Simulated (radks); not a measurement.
Q: Species: Zr. Configuration: [Kr] 4d2 5s2. All-electron calculation, scalar-relativistic Kohn-Sham, r2SCAN, spin-polarised, spherical densities, finite nucleus; open shells are filled with parallel spins first (spin-orbit coupling, left out, can overturn this in heavy ions); meta-GGA in the generalised Kohn-Sham scheme; Fermi nuclear charge, rms radius 4.2694 fm; hard spherical wall at 1.5 bohr. Program: a radial shooting solver on a logarithmic mesh with Libxc functionals. Some entries of the table are withheld. Estimate them.

| orbital | occ. | eigenvalue (hartree) | <1/r> (bohr^-1) | <r^2> (bohr^2) |
|---|---|---|---|---|
| 1s down | 1 | -649.8495 | 41.24 | 0.001855 |
| 1s up | 1 | -649.8493 | 41.24 | 0.001855 |
| 2s up | 1 | -85.35275 | 9.245 | 0.03128 |
| 2s down | 1 | -85.28559 | 9.249 | 0.03126 |
| 2p up | 3 | -75.28599 | 8.992 | 0.02471 |
| 2p down | 3 | -75.23627 | 8.995 | 0.02469 |
| 3s up | 1 | -10.07902 | 3.075 | 0.2524 |
| 3s down | 1 | -10.06458 | 3.069 | 0.2524 |
| 3p up | 3 | -6.81964 | 2.893 | 0.2658 |
| 3p down | 3 | -6.79830 | 2.889 | 0.2656 |
| 3d up | 5 | -1.45077 | 2.610 | 0.2779 |
| 3d down | 5 | -1.40399 | 2.608 | 0.2773 |
| 4s up | 1 | 2.96367 | 1.540 | 0.9061 |
| 4s down | 1 | 3.12292 | 1.544 | 0.9045 |
| 4p up | 3 | 4.25610 | 1.541 | 0.9134 |
| 4p down | 3 | 4.41353 | 1.543 | 0.9127 |
| 4d up | 2 | 6.37559 | 1.557 | 0.8914 |
| 4d down | 0 | 6.52684 | 1.558 | 0.8913 |
| 4f up | 0 | (1) | 1.152 | 0.9232 |
| 4f down | 0 | (2) | 1.156 | 0.9186 |
| 5s up | 1 | 15.63527 | 1.877 | 0.9048 |
| 5s down | 1 | 15.64137 | 1.875 | 0.9064 |
| 5p up | 0 | 16.77052 | 1.876 | 0.8812 |
| 5p down | 0 | 16.77880 | 1.875 | 0.8822 |
| 6s up | 0 | 34.27071 | 2.112 | 0.8661 |
| 6s down | 0 | 34.36252 | 2.113 | 0.8645 |

A: 
(1) 4f up eigenvalue (hartree): 7.83123
(2) 4f down eigenvalue (hartree): 7.94792
